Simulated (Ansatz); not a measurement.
Geometry optimisation, RKS r2SCAN-D4/def2-SVP (Ansatz 0.2.0).

The input (input.yaml):

```yaml
crystal:
  periodic: [false, false, false]
  atoms:
    - { symbol: B, position_ang: [-0.028368, -0.389964, -0.112764] }
    - { symbol: Cl, position_ang: [-0.052823, -0.986764, 1.635683] }
    - { symbol: O, position_ang: [1.148106, -0.294747, -0.761192] }
    - { symbol: H, position_ang: [1.894988, -0.604681, -0.233881] }
    - { symbol: O, position_ang: [-1.193075, -0.204614, -0.763524] }
    - { symbol: H, position_ang: [-1.966691, -0.321334, -0.200448] }
    - { symbol: S, position_ang: [-0.044228, 2.497182, 1.013847] }
    - { symbol: H, position_ang: [1.247421, 2.436707, 1.411126] }
    - { symbol: H, position_ang: [-0.405528, 1.546413, 1.947952] }
basis:
  gaussian: { orbitals: def2-SVP }
hamiltonian:
  xc: r2scan
  dispersion: d4
relax:
  f_tol: 0.03
  max_steps: 50
output:
  orbitals: {}
```

Launched with:

```bash
$ ansatz run input.yaml --threads 4 --pin off --max-ram 5120MiB --backend cpu --events-out ev --progress --plain --runs-dir out
```

Problem. Where does it end, and by what steps?

Solution. The run converged. After 16 steps the energy has fallen by 0.129 eV; H8 moved furthest, 1.06 Å.

```json
{"step": "0", "energy less start (eV)": "0.0000", "largest force component (eV/Å)": "0.584", "accepted": "yes"}
{"step": "1", "energy less start (eV)": "-0.0625", "largest force component (eV/Å)": "0.362", "accepted": "yes"}
{"step": "2", "energy less start (eV)": "-0.0712", "largest force component (eV/Å)": "0.263", "accepted": "yes"}
{"step": "3", "energy less start (eV)": "-0.0787", "largest force component (eV/Å)": "0.220", "accepted": "yes"}
{"step": "4", "energy less start (eV)": "-0.0832", "largest force component (eV/Å)": "0.047", "accepted": "yes"}
{"step": "5", "energy less start (eV)": "-0.0842", "largest force component (eV/Å)": "0.093", "accepted": "yes"}
{"step": "6", "energy less start (eV)": "-0.0855", "largest force component (eV/Å)": "0.181", "accepted": "yes"}
{"step": "7", "energy less start (eV)": "-0.0918", "largest force component (eV/Å)": "0.048", "accepted": "yes"}
{"step": "8", "energy less start (eV)": "-0.0954", "largest force component (eV/Å)": "0.334", "accepted": "yes"}
{"step": "9", "energy less start (eV)": "-0.0997", "largest force component (eV/Å)": "0.457", "accepted": "yes"}
{"step": "10", "energy less start (eV)": "-0.1114", "largest force component (eV/Å)": "0.282", "accepted": "yes"}
{"step": "11", "energy less start (eV)": "-0.1161", "largest force component (eV/Å)": "0.287", "accepted": "yes"}
{"step": "12", "energy less start (eV)": "-0.1231", "largest force component (eV/Å)": "0.193", "accepted": "yes"}
{"step": "13", "energy less start (eV)": "-0.1269", "largest force component (eV/Å)": "0.134", "accepted": "yes"}
{"step": "14", "energy less start (eV)": "-0.1278", "largest force component (eV/Å)": "0.112", "accepted": "yes"}
{"step": "15", "energy less start (eV)": "-0.1282", "largest force component (eV/Å)": "0.068", "accepted": "yes"}
{"step": "16", "energy less start (eV)": "-0.1290", "largest force component (eV/Å)": "0.013", "accepted": "yes"}
```

```xyz
9
Properties=species:S:1:pos:R:3
B -0.059 -0.449 -0.073
Cl -0.292 -1.279 1.510
O 1.191 -0.121 -0.483
H 1.876 -0.428 0.122
O -1.105 -0.172 -0.873
H -1.957 -0.381 -0.473
S -0.074 2.661 1.404
H 0.784 2.144 0.498
H 0.235 1.703 2.304
```

Whether the end is a true minimum wasn't checked by a vibrational analysis.

Time of the run: 25 s on 4 threads of Arm Neoverse V2, on a shared host, peak memory 0.17 GiB.
